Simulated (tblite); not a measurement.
C4H15NOSi2.
SMILES with atom numbers: `[CH3:1][CH2:2][O:3][SiH2:4][CH2:5][N:6]([CH3:7])[SiH3:8]` (hydrogens: H9, H10, H11 on C1; H12, H13 on C2; H14, H15 on Si4; H16, H17 on C5; H18, H19, H20 on C7; H21, H22, H23 on Si8)

Computed geometry: GFN2-xTB, gas phase.

Task: What internal coordinates does the optimisation give?

Result: 
```tsv
bond	length (bohr)
C1–C2	2.875
C2–O3	2.643
O3–Si4	3.053
Si4–C5	3.600
C5–N6	2.735
N6–C7	2.716
N6–Si8	3.247
C1–H9, C1–H10, C1–H11	2.054
C2–H12, C2–H13	2.071
Si4–H14, Si4–H15	2.775
C5–H16, C5–H17	2.066
C7–H18, C7–H20	2.062
C7–H19	2.073
Si8–H21, Si8–H22	2.767
Si8–H23	2.784
```

Bonds in one row agree within 0.02 bohr and their mean is given. A selection of angles:
```tsv
angle	degrees
C2–C1–H9	109.6
H9–C1–H10	109.1
C1–C2–O3	111.8
C1–C2–H12	110.1
O3–C2–H12	106.5
O3–C2–H13	109.8
H12–C2–H13	108.6
C2–O3–Si4	130.4
O3–Si4–C5	101.7
O3–Si4–H14	111.5
O3–Si4–H15	112.9
C5–Si4–H14	110.4
C5–Si4–H15	113.4
H14–Si4–H15	107.1
Si4–C5–N6	116.6
Si4–C5–H16	108.9
N6–C5–H16	107.5
H16–C5–H17	106.7
C5–N6–C7	112.9
C5–N6–Si8	121.0
C7–N6–Si8	120.4
N6–C7–H18	109.7
N6–C7–H19	112.4
H18–C7–H19	107.8
H18–C7–H20	108.8
N6–Si8–H21	104.1
N6–Si8–H22	105.5
N6–Si8–H23	117.6
H21–Si8–H22	112.6
H21–Si8–H23	107.7
H22–Si8–H23	109.3
```

Dihedral angles: C1–C2–O3–Si4 78° (synclinal); C2–O3–Si4–C5 180° (antiperiplanar); O3–Si4–C5–N6 61° (synclinal); Si4–C5–N6–C7 71° (synclinal). The mirror-image conformer, all signs reversed, is as good.

Of the pairs four or more bonds apart, Si4···H19 is among the closest relative to their van der Waals radii: 3.04 Å, 92 % of the sum of Bondi's values. Si4 (oxygen-bound silicon) is distorted tetrahedral (angles from 101.7° to 113.4°). Si8 (SiH3 silicon) is distorted tetrahedral (angles from 104.1° to 117.6°). O3 (silyl ether oxygen) is bent (angle 130.4°). N6 (silicon-bound nitrogen) has angles 121.0°, 120.4° and 112.9°, sum 354.3°, 0.21 Å off the plane of its three neighbours.

Point group: C1 (no symmetry element, even within 0.4 Å). Its lowest GFN2-xTB frequency is 11 cm⁻¹, too small to tell a flat minimum from a shallow saddle. One conformer, not necessarily the lowest. 3 starts were optimised and ended at 0.00, 1.49 and 2.18 kcal/mol (GFN2-xTB); the lowest of these is shown.

On one thread of an Intel Xeon at 2.50 GHz, no GPU, shared host with 64 logical CPUs at a one-minute load of 25, this took 10 s wall, 8.6 s CPU. These figures are those of the optimisation.
